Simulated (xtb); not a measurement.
xtb input (GFN1-xTB):

```bash
xtb mol.xyz --gfn 1 --opt tight --chrg 0 --uhf 0
```
mol.xyz:
```
9

Br     1.99019720    -0.19369006    -0.21448720
C      0.12677745    -0.43082425    -0.09915923
C     -0.54611235    -1.59613205    -0.27809056
C     -1.96225454    -1.48089527    -0.13008443
C     -2.41982184    -0.23736461     0.16418255
Se    -1.02169362     1.00102552     0.29430400
H     -0.04683842    -2.52537122    -0.51181372
H     -2.62295924    -2.32952399    -0.24538954
H     -3.44105361     0.07047670     0.31682925
```

End of the output:

```

           -------------------------------------------------
          |                Geometry Summary                 |
           -------------------------------------------------

      molecular mass/u    :      209.9296822
   center of mass at/Å    :        0.0668003       0.0646846       0.0073440
  moments of inertia/u·Å² :        0.1500146E+03   0.5489568E+03   0.6989714E+03
rotational constants/cm⁻¹ :        0.1123733E+00   0.3070849E-01   0.2411777E-01

 * 9 selected distances

     #   Z          #   Z                                           value/Å
     1  35 Br       2   6 C                                       1.8897656 (max)
     2   6 C        3   6 C                                       1.3552270
     3   6 C        4   6 C                                       1.4203798
     4   6 C        5   6 C                                       1.3547764
     2   6 C        6  34 Se                                      1.8596282
     5   6 C        6  34 Se                                      1.8550196
     3   6 C        7   1 H                                       1.0810825
     4   6 C        8   1 H                                       1.0824267
     5   6 C        9   1 H                                       1.0766958 (min)

 * 4 distinct bonds (by element types)

   Z      Z             #   av. dist./Å        max./Å        min./Å
   1 H    6 C           3     1.0800683     1.0824267     1.0766958
   6 C    6 C           3     1.3767944     1.4203798     1.3547764
   6 C   34 Se          2     1.8573239     1.8596282     1.8550196
Note: The following floating-point exceptions are signalling: IEEE_DENORMAL
normal termination of xtb
   6 C   35 Br          1     1.8897656     1.8897656     1.8897656

optimized geometry written to: xtbopt.xyz

           -------------------------------------------------
          | TOTAL ENERGY              -17.266943563255 Eh   |
          | GRADIENT NORM               0.000500128575 Eh/α |
          | HOMO-LUMO GAP               3.555767277285 eV   |
           -------------------------------------------------

------------------------------------------------------------------------
------------------------------------------------------------------------
 total:
 SCF:
 ANC optimizer:
```
